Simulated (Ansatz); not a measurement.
Species: sum formula H7Si3O2, net charge 0, doublet state. It need not be the lowest isomer of its formula. 
Structure (B3LYP-D3(BJ)/def2-TZVP (Ansatz, a program for electronic structure) minimum search):
```
O
Si 1 1.6380
O 2 1.6391 1 110.42
Si 1 1.6432 2 148.62 3 -45.65
Si 3 1.6437 2 147.22 1 43.51
H 4 1.4774 1 108.27 2 -173.09
H 5 1.4784 3 109.12 2 122.84
H 5 1.4788 7 109.79 3 -119.54
H 4 1.4807 6 109.84 1 -120.22
H 4 1.4807 6 109.78 9 -120.01
H 5 1.4821 7 109.51 8 -120.09
H 2 1.4914 1 107.19 4 -161.95
```
Charge 0, spin multiplicity 2.

Parts of the frozen-core correlation energy in cc-pV(Q+d)Z (Ansatz, hartree). Frozen orbitals: 17; correlated occupied orbitals by spin: 16 and 15; virtual: 479 and 480. UHF or UKS for open shells. Spin-orbit coupling is left out. Non-relativistic.

```json
[
 {"term": "reference (HF)", "value": "-1020.88932"},
 {"term": "MP2 opposite-spin", "value": "-0.69446"},
 {"term": "MP2 same-spin", "value": "-0.18560"},
 {"term": "CCSD correlation", "value": "-0.92407"},
 {"term": "(T)", "value": "-0.03385"},
 {"term": "T1 diagnostic", "value": "0.014"},
 {"term": "largest doubles amplitude", "value": "0.008"},
 {"term": "<S^2> of the reference", "value": "0.755"}
]
```
